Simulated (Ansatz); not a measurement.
Reaction (substitution at a C–O bond): `OC[SiH2]O` + HBr → `O[SiH2]CBr` + H₂O

Gas-phase electronic energies from Ansatz, PBE0-D4/def2-TZVP geometries. CBS: MP2 limit from def2 TZ/QZ plus the TZ coupled-cluster correction, frozen cores. This one scheme is used for every species. Functionals use def2-TZVPP. For Br outer-core shells are correlated without core-valence functions, which leaves a few kJ/mol of doubt a bond. Scalar relativity is left out up to krypton. Each species was taken in one conformer, which may not be the lowest.

`OC[SiH2]O`:

Z-matrix (Å, degrees):
```
C
Si 1 1.881
O 1 1.422 2 110.3
H 1 1.101 2 111.0 3 -123.9
H 1 1.094 2 110.6 3 118.3
O 2 1.658 1 107.3 3 47.6
H 2 1.492 1 111.0 3 168.9
H 2 1.482 1 110.8 3 -67.8
H 3 0.962 1 108.0 2 -44.8
H 6 0.957 2 117.7 1 92.1
```

HBr:

Cartesian coordinates in Å:
```
Br -0.046 -0.603 -0.372
H 0.046 0.603 0.372
```

`O[SiH2]CBr`:

Cartesian coordinates in Å:
```
O 1.290 -1.337 0.586
Si -0.119 -0.750 -0.037
C -0.204 1.119 0.103
Br -1.942 1.636 -0.610
H 2.063 -1.357 0.021
H -1.214 -1.330 0.770
H -0.256 -1.104 -1.474
H -0.164 1.479 1.130
H 0.546 1.643 -0.489
```

H₂O:

Cartesian coordinates in Å:
```
O -0.291 0.236 -0.104
H 0.213 0.256 0.712
H 0.078 -0.492 -0.608
```

| level | ΔE (eV) |
| --- | --- |
| PBE-D4 | -0.52 |
| CAM-B3LYP-D4 | -0.47 |
| PBE | -0.50 |
| r2SCANh | -0.53 |
| CCSD/def2-SVP | -0.30 |
| HF/def2-TZVPP | -0.50 |
| CCSD/def2-TZVPP | -0.57 |
| CCSD/CBS(def2) | -0.63 |

(1) What does CCSD(T)/CBS give? (An estimate is asked.)

Largest T1 diagnostic among the species: 0.011.

## Answers

(1) The calculation gave: -0.64 eV. The listed levels differ from it by 0.12, 0.17, 0.14, 0.11, 0.34, 0.14, 0.07, 0.01 eV.

In def2-TZVPP, CCSD(T) changes the Hartree–Fock value by −0.09 eV (the triples alone add −0.02 eV) and MP2 by −0.18 eV. At CCSD(T), def2-SVP lies +0.34 eV from the extrapolated value and def2-TZVPP +0.05 eV.
